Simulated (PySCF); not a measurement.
From a raw peak list to a structure

Formula C6H8O3. The spectrum was simulated from the full spin Hamiltonian at 600 MHz with 0.8 Hz Lorentzian lines, from shifts rounded to 0.01 ppm and J to 0.1 Hz, couplings under 1 Hz left out.

```csv
region,integral (H),ppm,Hz,height
1,1,7.911,4746.8,62
1,,7.909,4745.2,62
2,1,7.250,4350.2,3
2,,7.248,4348.8,10
2,,7.246,4347.3,19
2,,7.243,4345.8,20
2,,7.240,4344.2,15
2,,7.240,4343.8,15
2,,7.237,4342.2,20
2,,7.235,4340.8,19
2,,7.232,4339.2,11
2,,7.230,4337.9,3
3,1,5.562,3337.0,3
3,,5.558,3334.9,8
3,,5.555,3332.7,14
3,,5.554,3332.1,15
3,,5.552,3331.0,16
3,,5.550,3330.0,20
3,,5.548,3329.1,16
3,,5.546,3327.9,15
3,,5.546,3327.3,14
3,,5.542,3325.2,8
3,,5.539,3323.1,3
4,1,4.626,2775.5,2
4,,4.623,2773.8,6
4,,4.620,2772.1,7
4,,4.617,2770.5,9
4,,4.615,2768.8,10
4,,4.612,2767.1,9
4,,4.609,2765.5,7
4,,4.606,2763.8,5
4,,4.604,2762.1,2
4,,4.598,2759.0,3
4,,4.595,2757.2,7
4,,4.593,2755.6,9
4,,4.590,2754.0,11
4,,4.587,2752.3,13
4,,4.584,2750.6,11
4,,4.582,2749.0,9
4,,4.579,2747.3,7
4,,4.576,2745.6,3
5,1,4.409,2645.3,6
5,,4.406,2643.8,14
5,,4.404,2642.4,18
5,,4.402,2641.1,18
5,,4.399,2639.6,14
5,,4.397,2638.2,6
5,,4.381,2628.8,4
5,,4.379,2627.3,11
5,,4.376,2625.9,14
5,,4.374,2624.6,14
5,,4.372,2623.1,11
5,,4.369,2621.7,4
6,3,1.935,1161.3,30
6,,1.933,1159.8,77
6,,1.930,1158.0,100
6,,1.927,1156.2,77
6,,1.924,1154.7,29
```

[PySCF 2.14.0 with density-fitted response routines: σ from GIAO-PBE0/pcSseg-1; J couplings at B3LYP/pcJ-1 (without the spin–dipole term); PBE0-D3(BJ)/def2-SVP structure; one computed conformer; in vacuum; one averaged value for each set of equivalent atoms; non-relativistic Hamiltonian]

Shifts are taken against calculated references (same method and geometry level): TMS for $^{1}$H.

Question: Analyse the multiplets.

Answer: $^{1}$H NMR (600 MHz, computed): δ 7.91 (d, J = 1.5 Hz, 1H), 7.24 (d of sext, J = 5.1, 1.5 Hz, 1H), 5.55 (t of quint, J = 2.9, 2.0 Hz, 1H), 4.60 (m, 1H), 4.39 (ddq, J = 16.5, 2.7, 1.5 Hz, 1H), 1.93 (quint, J = 1.7 Hz, 3H). These are first-order names from the parameters used; overlap and second-order distortion can hide them in the list.

Question: What is the compound?

Answer: SMILES C1=C(C)CO[C@@H]1OC=O.

Numbering as in the mapped SMILES `[CH3:1][C:2]1=[CH:3][C@@H:4]([O:5][CH:6]=[O:7])[O:8][CH2:9]1`. Hydrogens are named by the atom that carries them. Ha(C9) is cis to O5 on the ring; Hb(C9) is trans to O5 on the ring.

δ 7.91: H(C6), hydrogen on an ester carbonyl carbon, coupled to H(C4) (1.5 Hz). δ 7.24: H(C4), hydrogen on an sp3 carbon bearing two oxygens, coupled to Ha(C9) (5.1 Hz), H(C3) and H(C6) and H(C1) (1.5 Hz). δ 5.55: H(C3), hydrogen on an alkene CH, coupled to Ha(C9) and Hb(C9) (2.9 Hz), H(C1) and H(C4) (2.0 Hz). δ 4.60: Ha(C9), hydrogen on an allylic sp3 CH2 bonded to O, coupled to Hb(C9) (16.5 Hz), H(C4) (5.1 Hz), H(C3) (3.2 Hz), H(C1) (1.7 Hz). δ 4.39: Hb(C9), hydrogen on an allylic sp3 CH2 bonded to O, coupled to Ha(C9) (16.5 Hz), H(C3) (2.7 Hz), H(C1) (1.5 Hz). δ 1.93: H(C1), hydrogen on an allylic methyl carbon, coupled to H(C3) and Ha(C9) and Hb(C9) and H(C4) (1.7 Hz).

This is the structure that produced the data.

Splittings below 1 Hz are ignored in the labels, and close J values are merged. Unscaled 3J(H,H) at this level run about 10 % above measured values.
